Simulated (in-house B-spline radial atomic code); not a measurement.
**Response and correlation of the mercury ion Hg²⁺**

Closed shell [Xe] 4f14 5d10. Computed with an all-electron radial atomic-structure program (B-spline basis): Dirac-Hartree-Fock, relativistic RPA (time-dependent Dirac-Hartree-Fock) for the response and second-order many-body perturbation theory for correlation, no-pair Dirac-Coulomb Hamiltonian, finite nucleus, speed of light scaled by 100 (non-relativistic limit).

Command:
```bash
python run_mb.py task.json out
```
Settings (nuclear radius in fm, box in bohr, cutoff in hartree):
```
basis_form          2
Z                   80
core_configuration  [Xe] 4f14 5d10
rms_radius          5.4648
mass_number         202
speed_of_light      13703.59991
box_radius          18.686
lmax                7
intervals           63
virtual_cutoff      160000.0
```

Run time, properties included: 36 s on 1 thread of Arm Neoverse V1, on a shared host.

```tsv
multipole (bohr³, bohr⁵, bohr⁷)	uncoupled	coupled RPA
dipole	7.1242	6.4577
quadrupole	18.676	?
octupole	102.18	136.67
```

(1) What is the coupled quadrupole polarisability?

(2) Which subshells carry the dipole polarisability?

(3) What does the dipole shielding factor come to?

Dipole polarisability at imaginary frequency:

| u (Eh) | α(iu) (bohr³) |
| --- | --- |
| 0 | 6.458 |
| 0.26 | 6.081 |
| 0.779 | 4.465 |
| 1.56 | 2.718 |
| 2.6 | 1.562 |
| 5.2 | 0.6035 |
| 10.4 | 0.2149 |
| 26 | 0.05354 |

(4) What dispersion coefficients follow for two such ions (the dispersion part alone)?

Lowest J = 1 odd-parity excitations:

| energy (eV) | oscillator strength | leading channel | weight |
| --- | --- | --- | --- |
| 16.862 | 1.56e-09 | 5d3/2 → p3/2 | 0.532 |
| 18.227 | 4.75e-07 | 5d3/2 → p1/2 | 0.499 |
| 18.236 | 0.833 | 5d5/2 → p3/2 | 0.595 |
| 26.932 | 1.97e-09 | 5d3/2 → p3/2 | 0.53 |
| 27.222 | 0.0357 | 5d5/2 → p3/2 | 0.588 |
| 27.321 | 2.93e-10 | 5d3/2 → p1/2 | 0.5 |
| 28.243 | 2.44e-08 | 5d5/2 → f5/2 | 0.511 |
| 28.537 | 1.2e-07 | 5d5/2 → f5/2 | 0.457 |

Second-order correlation energy by the highest angular momentum of the excited pair (hartree): s -0.02404, p -0.2394, d -0.8039, f -1.758, g -1.405, h -0.5176, i -0.2399, k -0.1212.

(5) What is the second-order correlation energy at the partial-wave limit?

Answers

(1) 25.6 atomic units, +37 % against the uncoupled value.

(2) 5d5/2 58.6 %, 5d3/2 39.1 %, 5p3/2 0.9 %.

(3) The dipole shielding factor is 0.975, against the exact N/Z = 78/80 = 0.975 of the non-relativistic theorem.

(4) C6 = (3/π)∫α(iu)²du = 40.98 hartree·bohr⁶ and C8 = 684.8 hartree·bohr⁸.

(5) The listed waves sum to -5.1094 hartree; extrapolating the increments as (l + 1/2)⁻⁴ gives -5.3571 hartree, -1.87 eV per electron.
